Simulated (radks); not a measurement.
Charge is removed step by step from the 6s1/2 level of Os, starting from [Xe] 4f14 5d6 6s2. Calculated with a radial shooting solver on a logarithmic mesh with Libxc functionals: Dirac Kohn-Sham, LDA (Slater exchange, Perdew-Wang correlation), spin-unpolarised, spherical densities, finite nucleus; open shells fill j = l - 1/2 first; Fermi nuclear charge, rms radius 5.4126 fm.

| removed (e) | E - E(0) (eV) | eigenvalue (eV) | E minus straight line (eV) |
|---|---|---|---|
| 0 | 0.000 | -6.319 | 0.000 |
| 0.25 | 1.790 | -8.010 | -0.657 |
| 0.5 | 4.010 | -9.755 | -0.884 |
| 0.75 | 6.672 | -11.548 | -0.669 |
| 1 | 9.787 | -13.384 | 0.000 |

Removing the whole electron costs 9.787 eV by Delta-SCF, against 6.319 eV from minus the eigenvalue at the starting occupation. Slater's transition state (half an electron removed) gives 9.755 eV. Integrating minus the eigenvalue over the occupation (Janak's theorem) gives 9.787 eV. The mean slope of the eigenvalue, de/dn, is 7.06 eV per electron. Ionisation energy of Os in the NIST Atomic Spectra Database: 8.438 eV (measured).

Beside tabulated values, note that spin-unpolarised runs miss the spin-polarisation part of the exchange energy of open shells.
